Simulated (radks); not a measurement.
Species: the europium ion Eu61+. Configuration: [He].

Calculated with a radial shooting solver on a logarithmic mesh with Libxc functionals: scalar-relativistic Kohn-Sham, r2SCAN, spin-polarised, spherical densities, finite nucleus; meta-GGA in the generalised Kohn-Sham scheme; Fermi nuclear charge, rms radius 5.1115 fm.

Energy parts (hartree):
part                      energy
total                 -4161.4032
kinetic                4680.0484
electron-nucleus      -8883.8649
Hartree                  85.2802
exchange-correlation    -42.8669

Orbitals (lengths in bohr, moments of r in powers of bohr):
orbital,occ.,eigenvalue (hartree),<1/r>
1s,2,-2045.310,70.51

The highest occupied level is 1s at -55656 eV. Summed over all electrons, <r^2> = 0.001340 bohr^2, which gives a Langevin (diamagnetic) susceptibility term of -0.00106 x 10^-6 cm^3/mol. For comparison, the ionisation energy in NIST's Atomic Spectra Database is 55865.9 eV (theoretical). In exact Kohn-Sham theory the highest level is minus the ionisation energy, but local and semilocal functionals leave it too shallow, through self-interaction and a potential that decays too fast; potentials with the right tail come closer. The electron density at the nucleus is 5.267e+05 e/bohr^3 (large components only). The density falls to 0.001 e/bohr^3 at r = 0.15 bohr.
